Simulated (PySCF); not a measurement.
The complex [Fe(OH)4]2- (charge -2) contains Fe(II), shell d6. The structure is a PBE0-D3(BJ)/def2-TZVP, IEF-PCM water geometry optimised for multiplicity 5; coordination tetrahedral, point group S4, metal–donor distances 2.02 Å.

Method (PySCF 2.14, density fitting): CASSCF(6,5) with orbitals averaged over all microstates of the shell, strongly contracted NEVPT2 on the averaged canonical orbitals; basis x2c-TZVPall on the metal, x2c-SVPall elsewhere; spin-free X2C; IEF-PCM water; spin-orbit coupling by state interaction with the mean-field operator over all roots.

CASSCF energies above the lowest CASSCF root:

```
        state  CASSCF / cm⁻¹
 5B (from 5E)              0
 5A (from 5E)           1870
5E (from 5T2)           4500
5B (from 5T2)           4616
3A (from 3T1)          20177
3E (from 3T1)          20384
 3B (from 3E)          21953
 3A (from 3E)          22880
           3E          23054
3A (from 3T1)          23461
3B (from 3T2)          24177
           3E          24388
3B (from 3A2)          26116
3E (from 3T1)          26384
3A (from 3T1)          26828
3E (from 3T2)          27617
3B (from 3T2)          27701
3A (from 3A1)          27775
 3B (from 3E)          28884
3E (from 3T1)          29351
 3A (from 3E)          29602
1B (from 1T2)          31265
```

Problem. How does dynamic correlation (SC-NEVPT2) move these states?

Solution. 
```json
{"state": "5B (from 5E)", "NEVPT2 / cm⁻¹": "0", "shift / cm⁻¹": "0"}
{"state": "5A (from 5E)", "NEVPT2 / cm⁻¹": "2474", "shift / cm⁻¹": "+604"}
{"state": "5E (from 5T2)", "NEVPT2 / cm⁻¹": "5469", "shift / cm⁻¹": "+970"}
{"state": "5B (from 5T2)", "NEVPT2 / cm⁻¹": "5782", "shift / cm⁻¹": "+1166"}
{"state": "3A (from 3T1)", "NEVPT2 / cm⁻¹": "18216", "shift / cm⁻¹": "-1961"}
{"state": "3E (from 3T1)", "NEVPT2 / cm⁻¹": "18570", "shift / cm⁻¹": "-1814"}
{"state": "3B (from 3E)", "NEVPT2 / cm⁻¹": "20884", "shift / cm⁻¹": "-1069"}
{"state": "3A (from 3E)", "NEVPT2 / cm⁻¹": "22154", "shift / cm⁻¹": "-727"}
{"state": "3E", "NEVPT2 / cm⁻¹": "20932", "shift / cm⁻¹": "-2123"}
{"state": "3A (from 3T1)", "NEVPT2 / cm⁻¹": "21139", "shift / cm⁻¹": "-2322"}
{"state": "3B (from 3T2)", "NEVPT2 / cm⁻¹": "23178", "shift / cm⁻¹": "-999"}
{"state": "3E", "NEVPT2 / cm⁻¹": "23313", "shift / cm⁻¹": "-1075"}
{"state": "3B (from 3A2)", "NEVPT2 / cm⁻¹": "23736", "shift / cm⁻¹": "-2380"}
{"state": "3E (from 3T1)", "NEVPT2 / cm⁻¹": "25282", "shift / cm⁻¹": "-1102"}
{"state": "3A (from 3T1)", "NEVPT2 / cm⁻¹": "26272", "shift / cm⁻¹": "-555"}
{"state": "3E (from 3T2)", "NEVPT2 / cm⁻¹": "26299", "shift / cm⁻¹": "-1319"}
{"state": "3B (from 3T2)", "NEVPT2 / cm⁻¹": "26520", "shift / cm⁻¹": "-1181"}
{"state": "3A (from 3A1)", "NEVPT2 / cm⁻¹": "25759", "shift / cm⁻¹": "-2016"}
{"state": "3B (from 3E)", "NEVPT2 / cm⁻¹": "27175", "shift / cm⁻¹": "-1710"}
{"state": "3E (from 3T1)", "NEVPT2 / cm⁻¹": "27670", "shift / cm⁻¹": "-1682"}
{"state": "3A (from 3E)", "NEVPT2 / cm⁻¹": "28210", "shift / cm⁻¹": "-1392"}
{"state": "1B (from 1T2)", "NEVPT2 / cm⁻¹": "28667", "shift / cm⁻¹": "-2598"}
```

NEVPT2 lifts 5B (from 5T2) from 4616 to 5782 cm⁻¹; on the d shell alone such lifts tend to overshoot. Gaps between spin states lean to high spin in this active space.
